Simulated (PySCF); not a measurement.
**Radial density of Dy⁺ (dysprosium, charge +1)**

B3LYP, [Xe] 4f10 6s1, one real determinant. All numbers are calculated (PySCF 2.14, the spin-free X2C one-electron Hamiltonian (Gaussian nucleus), in ANO-RCC-VTZP (8s7p5d3f2g1h, 104 functions)).

```
r (bohr)  4πr²ρ (e/bohr)  4πr²(ρα − ρβ)
  0.0198           83.56         0.0023
  0.0333           80.75         0.0050
  0.0560           114.3         0.0132
  0.0942           98.04         0.0243
   0.158           100.5         0.3183
   0.266           67.44         1.8556
   0.448           53.09         4.6991
   0.754           30.49         4.0333
    1.27           11.45         1.3959
    2.13           2.860         0.2681
    3.59          0.4368         0.3455
    6.03         0.05804         0.0575
    10.1       0.0001264         0.0001
```

Densities and radii are taken from the X2C orbitals without a picture-change correction, which distorts them close to the nucleus.

⟨L²⟩ = 34.01 against 42 for a pure I term, so this real determinant mixes terms. Spin-orbit coupling, absent here, splits the open shell strongly.
